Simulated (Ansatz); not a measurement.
A nudged elastic band was laid between two geometries of ClGeH3 + H2O (8 atoms, charge 0, multiplicity 1).

The calculation used Ansatz, RKS PBE0/def2-SVP.

```
movable images  : 7
climbing image  : yes
spring          : 5.0 eV/Å²
optimiser       : quadratic models (default)
start path      : through a guess of the saddle point
force threshold : 0.05 eV/Å
iteration limit : 60
end points      : relaxed
```

Image 0:

```xyz
8
Properties=species:S:1:pos:R:3
Ge -0.767 -0.812 -0.469
Cl 1.295 -0.747 -1.197
H -1.447 -1.879 -1.342
H -0.733 -1.227 1.001
H -1.389 0.565 -0.717
H 1.479 0.763 0.734
O 0.828 1.261 1.248
H 0.733 2.076 0.742
```

Image 8:

```xyz
8
Properties=species:S:1:pos:R:3
Ge -1.026 -0.250 -0.002
Cl 2.720 -0.819 -0.248
H -0.926 -0.630 -1.488
H -0.800 -1.443 0.926
H -2.352 0.472 0.290
H 1.800 0.050 0.126
O 0.319 0.883 0.421
H 0.265 1.737 -0.023
```

Q: Which bonds break or form, and what moves?

A: Bonds broken: Ge1–Cl2, H6–O7. Bonds formed: Ge1–O7, Cl2–H6. ClGeH3 + H2O becomes ClH + GeH4O.

Q: Give the energies along the band, and the barrier.

A: It converged. The highest image is number 4 of 0 to 8, 0.97 eV above the first end and 0.56 eV above the last; the last end lies 0.41 eV above the first. A vibrational analysis at the climbing image gives one clearly imaginary mode, 167i cm⁻¹: a first-order saddle point. The orbitals stay closed-shell, which can raise the energy where a bond breaks towards radicals; this wasn't checked here.

| image | path coordinate (Å) | energy (eV) | Ge1–Cl2 (Å) | H6–O7 (Å) | Ge1–O7 (Å) |
| --- | --- | --- | --- | --- | --- |
| 0 | 0.00 | 0.00 | 2.19 | 0.97 | 3.13 |
| 1 | 0.81 | 0.04 | 2.18 | 0.97 | 3.30 |
| 2 | 1.62 | 0.17 | 2.19 | 0.97 | 3.19 |
| 3 | 2.43 | 0.69 | 2.29 | 0.97 | 2.54 |
| 4 | 3.23 | 0.97 | 2.62 | 1.03 | 2.02 |
| 5 | 3.62 | 0.86 | 2.87 | 1.20 | 1.91 |
| 6 | 4.01 | 0.56 | 3.15 | 1.48 | 1.84 |
| 7 | 4.39 | 0.42 | 3.50 | 1.68 | 1.81 |
| 8 | 4.78 | 0.41 | 3.80 | 1.72 | 1.81 |

Q: What is the geometry of the highest image?

A: 
```xyz
8
Properties=species:S:1:pos:R:3
Ge -0.710 -0.452 -0.065
Cl 1.795 -1.170 -0.366
H -0.805 -0.779 -1.557
H -0.806 -1.546 0.994
H -1.869 0.556 0.211
H 1.397 0.509 0.232
O 0.543 1.022 0.513
H 0.455 1.861 0.038
```

Q: What are the harmonic wavenumbers there?

A: 167i, 187, 338, 359, 401, 555, 625, 721, 795, 907, 942, 1028, 1429, 2065, 2187, 2231, 2664, 3842 cm⁻¹.

Run time: 2.5 min on 2 threads of Intel(R) Xeon(R) Platinum 8488C (Sapphire Rapids) (shared host), peak memory 0.21 GiB.
